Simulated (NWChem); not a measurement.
System: BeSiH$_{3}$F; SMILES [F][Be][SiH3]

Input file for NWChem:

```
start job
memory heap 200 mb stack 900 mb global 1100 mb
geometry units angstroms noautosym nocenter noautoz
  Be     0.000882     0.821002     0.000001
  F      0.001056     2.213735    -0.000009
  Si     0.000299    -1.345833     0.000006
  H      0.702883    -1.894160    -1.204401
  H     -1.394410    -1.893218    -0.006494
  H      0.691630    -1.894161     1.210906
end
basis spherical
  Be library def2-tzvp
  F library def2-tzvp
  Si library def2-tzvp
  H library def2-tzvp
end
dft
  xc hfexch
  iterations 150
  vectors input atomic output neutral.movecs
end
task dft energy
charge 1
dft
  odft
  mult 2
  vectors input atomic output cation.movecs
end
task dft energy
```

Parts of the log:

```
             Northwest Computational Chemistry Package (NWChem) 7.3.0
             --------------------------------------------------------

                             Geometry "geometry" -> ""
                             -------------------------

 Output coordinates in angstroms (scale by  1.889725989 to convert to a.u.)

  No.       Tag          Charge          X              Y              Z
 ---- ---------------- ---------- -------------- -------------- --------------
    1 Be                   4.0000     0.00088200     0.82100200     0.00000100
    2 F                    9.0000     0.00105600     2.21373500    -0.00000900
    3 Si                  14.0000     0.00029900    -1.34583300     0.00000600
    4 H                    1.0000     0.70288300    -1.89416000    -1.20440100
    5 H                    1.0000    -1.39441000    -1.89321800    -0.00649400
    6 H                    1.0000     0.69163000    -1.89416100     1.21090600

 Effective nuclear repulsion energy (a.u.)      66.9516254416

  xc_inp: hfexch multiplicative factor not found.

                                 NWChem DFT Module
                                 -----------------

 Summary of "ao basis" -> "ao basis" (spherical)
 ------------------------------------------------------------------------------
       Tag                 Description            Shells   Functions and Types
 ---------------- ------------------------------  ------  ---------------------
 Be                        def2-tzvp                 9       19   5s3p1d
 F                         def2-tzvp                11       31   5s3p2d1f
 Si                        def2-tzvp                13       37   5s5p2d1f
 H                         def2-tzvp                 4        6   3s1p

            General Information
            -------------------
          SCF calculation type: DFT
          Wavefunction type:  closed shell.
          No. of atoms     :     6
          No. of electrons :    30
           Alpha electrons :    15
            Beta electrons :    15
          Charge           :     0
          Spin multiplicity:     1
          Use of symmetry is: off; symmetry adaption is: off
          Maximum number of iterations: 150
          AO basis - number of functions:   105
                     number of shells:    45
          Convergence on energy requested:  1.00D-06
          Convergence on density requested:  1.00D-05
          Convergence on gradient requested:  5.00D-04

              XC Information
              --------------
                     Hartree-Fock (Exact) Exchange  1.000

      Superposition of Atomic Density Guess
      -------------------------------------

 Sum of atomic energies:        -404.32549634

      Non-variational initial energy
      ------------------------------

 Total energy =    -404.797593
 1-e energy   =    -692.831798
 2-e energy   =     221.082579
 HOMO         =      -0.373519
 LUMO         =       0.001509

   convergence    iter        energy       DeltaE   RMS-Dens  Diis-err
 ---------------- ----- ----------------- --------- --------- ---------
 d= 0,ls=0.0,diis     1   -404.8056294914 -4.72D+02  5.08D-03  5.34D-01
 d= 0,ls=0.0,diis     2   -404.8631127374 -5.75D-02  1.68D-03  2.78D-01
 d= 0,ls=0.0,diis     3   -404.8829099631 -1.98D-02  7.74D-04  3.43D-03
 d= 0,ls=0.0,diis     4   -404.8842198365 -1.31D-03  1.57D-04  1.85D-04
 d= 0,ls=0.0,diis     5   -404.8842854697 -6.56D-05  4.64D-05  1.34D-05
  Resetting Diis
 d= 0,ls=0.0,diis     6   -404.8842896899 -4.22D-06  1.81D-05  7.82D-07
 d= 0,ls=0.0,diis     7   -404.8842900286 -3.39D-07  2.70D-06  2.85D-08

         Total DFT energy =     -404.884290028551
      One electron energy =     -695.479709162489
           Coulomb energy =      258.000829241725
    Exchange-Corr. energy =      -34.357035549340
 Nuclear repulsion energy =       66.951625441552

 Numeric. integr. density =        0.000000000000

                       DFT Final Molecular Orbital Analysis
                       ------------------------------------

 Vector   13  Occ=2.000000D+00  E=-4.805355D-01
              MO Center=  5.0D-01, -1.7D+00,  2.5D-02, r^2= 2.1D+00
   Bfn.  Coefficient  Atom+Function         Bfn.  Coefficient  Atom+Function
  ----- ------------  ---------------      ----- ------------  ---------------
    67      0.305151  3 Si pz               101      0.231455  6 H  s
    89     -0.225357  4 H  s                102      0.143805  6 H  s
    90     -0.140016  4 H  s                100      0.136104  6 H  s
    88     -0.132518  4 H  s                 58     -0.116413  3 Si pz
    64      0.112632  3 Si pz                70      0.101003  3 Si pz

 Vector   14  Occ=2.000000D+00  E=-4.805293D-01
              MO Center= -5.0D-01, -1.7D+00, -2.5D-02, r^2= 2.1D+00
   Bfn.  Coefficient  Atom+Function         Bfn.  Coefficient  Atom+Function
  ----- ------------  ---------------      ----- ------------  ---------------
    65      0.305151  3 Si px                95     -0.263729  5 H  s
    96     -0.163864  5 H  s                 94     -0.155083  5 H  s
    89      0.137160  4 H  s                101      0.126599  6 H  s
    56     -0.116412  3 Si px                62      0.112631  3 Si px
    68      0.101004  3 Si px                90      0.085222  4 H  s

 Vector   15  Occ=2.000000D+00  E=-4.080284D-01
              MO Center=  4.9D-04, -6.1D-01,  4.1D-06, r^2= 2.2D+00
   Bfn.  Coefficient  Atom+Function         Bfn.  Coefficient  Atom+Function
  ----- ------------  ---------------      ----- ------------  ---------------
    66      0.333776  3 Si py                 7      0.290152  1 Be py
     3      0.212206  1 Be s                  4      0.177238  1 Be s
    69      0.139483  3 Si py                 2     -0.121287  1 Be s
    57     -0.121573  3 Si py                63      0.114195  3 Si py
    55      0.105505  3 Si s                 89     -0.090510  4 H  s

 Vector   16  Occ=0.000000D+00  E= 5.167915D-02
              MO Center=  1.4D-03,  9.8D-01,  1.8D-05, r^2= 1.1D+01
   Bfn.  Coefficient  Atom+Function         Bfn.  Coefficient  Atom+Function
  ----- ------------  ---------------      ----- ------------  ---------------
     5      2.197987  1 Be s                  4     -1.415939  1 Be s
    55     -0.510198  3 Si s                 24      0.262951  2 F  s
    13     -0.239327  1 Be py                69     -0.202846  3 Si py
    19      0.185603  1 Be d  2               3      0.148922  1 Be s
    23     -0.127760  2 F  s                 32     -0.122110  2 F  py

 Vector   17  Occ=0.000000D+00  E= 7.272073D-02
              MO Center= -8.6D-02,  2.4D-01, -2.0D-03, r^2= 4.9D+00
   Bfn.  Coefficient  Atom+Function         Bfn.  Coefficient  Atom+Function
  ----- ------------  ---------------      ----- ------------  ---------------
    14      0.652216  1 Be pz                70      0.472338  3 Si pz
   102     -0.453645  6 H  s                 90      0.448930  4 H  s
     8     -0.250151  1 Be pz                33     -0.167273  2 F  pz
    27     -0.100924  2 F  pz                30     -0.070598  2 F  pz
    77      0.065373  3 Si d -1             101     -0.063048  6 H  s

 Vector   18  Occ=0.000000D+00  E= 7.272616D-02
              MO Center=  8.7D-02,  2.4D-01,  2.0D-03, r^2= 4.9D+00
   Bfn.  Coefficient  Atom+Function         Bfn.  Coefficient  Atom+Function
  ----- ------------  ---------------      ----- ------------  ---------------
    12      0.652243  1 Be px                96      0.521114  5 H  s
    68      0.472333  3 Si px                90     -0.264660  4 H  s
   102     -0.256494  6 H  s                  6     -0.250146  1 Be px
    31     -0.167278  2 F  px                25     -0.100925  2 F  px
    95      0.072400  5 H  s                 28     -0.070598  2 F  px

     Multipole analysis of the density
     ---------------------------------

     L   x y z        total         alpha         beta         nuclear
     -   - - -        -----         -----         ----         -------
     0   0 0 0     -0.000000    -15.000000    -15.000000     30.000000

     1   1 0 0      0.000171     -0.016280     -0.016280      0.032732
     1   0 1 0     -0.275504      1.105289      1.105289     -2.486082
     1   0 0 1      0.000009     -0.000012     -0.000012      0.000034

     2   2 0 0    -18.568479    -14.492262    -14.492262     10.416045
     2   1 1 0     -0.001876     -0.030922     -0.030922      0.059968
     2   1 0 1      0.000001     -0.000002     -0.000002      0.000004
     2   0 2 0    -25.864709   -160.987742   -160.987742    296.110774
     2   0 1 1      0.000031      0.000582      0.000582     -0.001133
     2   0 0 2    -18.568390    -14.492445    -14.492445     10.416499

                                 NWChem DFT Module
                                 -----------------

            General Information
            -------------------
          SCF calculation type: DFT
          Wavefunction type:  spin polarized.
          No. of atoms     :     6
          No. of electrons :    29
           Alpha electrons :    15
            Beta electrons :    14
          Charge           :     1
          Spin multiplicity:     2
          Use of symmetry is: off; symmetry adaption is: off
          Maximum number of iterations: 150
          AO basis - number of functions:   105
                     number of shells:    45
          Convergence on energy requested:  1.00D-06
          Convergence on density requested:  1.00D-05
          Convergence on gradient requested:  5.00D-04

              XC Information
              --------------
                     Hartree-Fock (Exact) Exchange  1.000

      Superposition of Atomic Density Guess
      -------------------------------------

 Sum of atomic energies:        -404.32549634

 Renormalizing density from      30.00 to     29

      Non-variational initial energy
      ------------------------------

 Total energy =    -396.196391
 1-e energy   =    -669.737404
 2-e energy   =     206.589388
 HOMO         =      -0.667963
 LUMO         =      -0.246886

   convergence    iter        energy       DeltaE   RMS-Dens  Diis-err
 ---------------- ----- ----------------- --------- --------- ---------
 d= 0,ls=0.0,diis     1   -404.2787432441 -4.71D+02  4.89D-03  8.81D-01
                                                     4.65D-03  8.56D-01
 d= 0,ls=0.0,diis     2   -404.4188843871 -1.40D-01  1.94D-03  3.38D-01
                                                     1.93D-03  3.42D-01
 d= 0,ls=0.0,diis     3   -404.5110429698 -9.22D-02  3.69D-04  8.28D-03
                                                     3.01D-04  6.59D-03
 d= 0,ls=0.0,diis     4   -404.5147555839 -3.71D-03  2.62D-04  5.46D-04
                                                     2.34D-04  3.88D-04
 d= 0,ls=0.0,diis     5   -404.5156860331 -9.30D-04  7.31D-05  2.51D-05
                                                     7.76D-05  4.20D-05
  Resetting Diis
 d= 0,ls=0.0,diis     6   -404.5157601123 -7.41D-05  2.73D-05  4.60D-06
                                                     2.92D-05  4.58D-06
 d= 0,ls=0.0,diis     7   -404.5157709541 -1.08D-05  5.72D-06  6.70D-07
                                                     6.44D-06  9.45D-07
 d= 0,ls=0.0,diis     8   -404.5157723236 -1.37D-06  7.14D-06  4.29D-07
                                                     6.63D-06  3.19D-07
 d= 0,ls=0.0,diis     9   -404.5157733001 -9.77D-07  5.28D-06  9.53D-08
                                                     6.28D-06  2.06D-07

         Total DFT energy =     -404.515773300136
      One electron energy =     -687.757681526504
           Coulomb energy =      250.389967258764
    Exchange-Corr. energy =      -34.099684473948
 Nuclear repulsion energy =       66.951625441552

 Numeric. integr. density =        0.000000000000

                    DFT Final Alpha Molecular Orbital Analysis
                    ------------------------------------------

 Vector   13  Occ=1.000000D+00  E=-7.603915D-01
              MO Center=  4.3D-04, -8.6D-01,  5.6D-06, r^2= 2.2D+00
   Bfn.  Coefficient  Atom+Function         Bfn.  Coefficient  Atom+Function
  ----- ------------  ---------------      ----- ------------  ---------------
    66      0.343139  3 Si py                 7      0.327979  1 Be py
     3      0.253684  1 Be s                  4      0.159299  1 Be s
    57     -0.125808  3 Si py                63      0.122394  3 Si py
     2     -0.118933  1 Be s                 89     -0.113238  4 H  s
    95     -0.113246  5 H  s                101     -0.113239  6 H  s

 Vector   14  Occ=1.000000D+00  E=-7.336309D-01
              MO Center= -4.7D-01, -1.7D+00, -3.7D-03, r^2= 2.0D+00
   Bfn.  Coefficient  Atom+Function         Bfn.  Coefficient  Atom+Function
  ----- ------------  ---------------      ----- ------------  ---------------
    65      0.359635  3 Si px                95     -0.265870  5 H  s
    94     -0.155951  5 H  s                 89      0.133308  4 H  s
   101      0.132549  6 H  s                 56     -0.125364  3 Si px
    62      0.122118  3 Si px                96     -0.099658  5 H  s
    68      0.095074  3 Si px                88      0.078197  4 H  s

 Vector   15  Occ=1.000000D+00  E=-7.336215D-01
              MO Center=  4.7D-01, -1.7D+00,  3.7D-03, r^2= 2.0D+00
   Bfn.  Coefficient  Atom+Function         Bfn.  Coefficient  Atom+Function
  ----- ------------  ---------------      ----- ------------  ---------------
    67      0.359655  3 Si pz                89     -0.230016  4 H  s
   101      0.230453  6 H  s                 88     -0.134924  4 H  s
   100      0.135180  6 H  s                 58     -0.125369  3 Si pz
    64      0.122123  3 Si pz                70      0.095089  3 Si pz
    90     -0.086214  4 H  s                102      0.086377  6 H  s

 Vector   16  Occ=0.000000D+00  E=-1.746733D-01
              MO Center= -4.2D-02,  1.5D-02, -1.0D-03, r^2= 3.6D+00
   Bfn.  Coefficient  Atom+Function         Bfn.  Coefficient  Atom+Function
  ----- ------------  ---------------      ----- ------------  ---------------
     8      0.420820  1 Be pz                70     -0.374489  3 Si pz
    14     -0.360241  1 Be pz               102      0.353172  6 H  s
    90     -0.349169  4 H  s                 77     -0.162582  3 Si d -1
    16      0.129064  1 Be d -1              33      0.104098  2 F  pz
    27      0.103019  2 F  pz                67     -0.087511  3 Si pz

 Vector   17  Occ=0.000000D+00  E=-1.746684D-01
              MO Center=  4.4D-02,  1.5D-02,  1.0D-03, r^2= 3.6D+00
   Bfn.  Coefficient  Atom+Function         Bfn.  Coefficient  Atom+Function
  ----- ------------  ---------------      ----- ------------  ---------------
     6      0.420818  1 Be px                96     -0.405506  5 H  s
    68     -0.374487  3 Si px                12     -0.360257  1 Be px
    90      0.206223  4 H  s                102      0.199288  6 H  s
    76     -0.162555  3 Si d -2              15      0.129066  1 Be d -2
    31      0.104100  2 F  px                25      0.103019  2 F  px

 Vector   18  Occ=0.000000D+00  E=-1.226761D-01
              MO Center=  7.3D-04,  4.0D-01, -2.7D-06, r^2= 8.1D+00
   Bfn.  Coefficient  Atom+Function         Bfn.  Coefficient  Atom+Function
  ----- ------------  ---------------      ----- ------------  ---------------
     5      1.364792  1 Be s                 55     -1.139602  3 Si s
    13     -0.521034  1 Be py                69     -0.372707  3 Si py
    54     -0.252892  3 Si s                 53      0.169335  3 Si s
     4      0.146594  1 Be s                  3      0.125270  1 Be s
    66     -0.125405  3 Si py                90      0.099278  4 H  s

                     DFT Final Beta Molecular Orbital Analysis
                     -----------------------------------------

[...]
```

Level: Hartree-Fock/def2-TZVP, vertical spin-unrestricted ions. Coordinates come from a PBE0/def2-SVP optimisation.
